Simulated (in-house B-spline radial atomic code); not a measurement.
## How G0W0 and RPA depend on the start: Xe IV (Xe3+)

Configuration [Kr] 4d10 5s2 5p3, highest spin. Computed with an all-electron radial atomic-structure program (B-spline basis): all electrons, non-relativistic, point nucleus, each spin shell either full or empty, empty states to l = 9 with an (l + 1/2)⁻⁴ tail; G0W0 by contour deformation at full frequency.

Without relativity these are model numbers: it shifts the levels of so heavy an element strongly and can reorder them.

```csv
start,mean-field 5p up (eV),G0W0 (eV),QP weight,RPA correlation (Eh)
Hartree-Fock,-43.08,-43.80,0.965,-3.6699
LDA VWN5,-37.94,-43.40,0.928,-3.991
PBE,-37.86,-43.41,0.927,-3.9854
PBE0,-39.40,?,?,?
r2SCAN,-38.40,-43.51,0.936,-3.9297
HSE06,-38.94,-43.51,0.939,-3.9054
B3LYP (VWN-RPA),-38.93,-43.50,0.940,-3.9159
SCAN,-38.42,-43.49,0.936,-3.9278
TPSS,-38.02,-43.46,0.929,-3.9691
BHandHLYP,-40.58,-43.62,0.952,-3.8172
CAM-B3LYP,-40.66,-43.60,0.952,-3.8767
LC-wPBE,-42.34,-43.64,0.959,-3.8747
wB97X,-41.69,?,?,?
PBEsol,-37.89,-43.40,0.928,-3.9875
BLYP,-37.52,-43.39,0.926,-3.9868
r2SCAN0,-39.77,-43.59,0.947,-3.8605
LDA exchange-only,-36.86,-43.44,0.923,-3.9892
```

Problem. What G0W0 level, weight and RPA correlation energy follow from the PBE0 start?

Solution. G0W0 level -43.53 eV, weight 0.943, RPA correlation -3.8973 hartree.

Problem. What G0W0 level, weight and RPA correlation energy follow from the wB97X start?

Solution. G0W0 level -43.63 eV, weight 0.957, RPA correlation -3.8575 hartree.

Problem. How much of the dependence on the start does G0W0 remove?

Solution. The mean-field levels span 6.22 eV and the G0W0 levels 0.409 eV. Against 42.2 ± 0.2 eV (NIST, measured) the G0W0 removal energies are off by +1.19 to +1.60 eV, with relativity, Breit and QED terms left out.
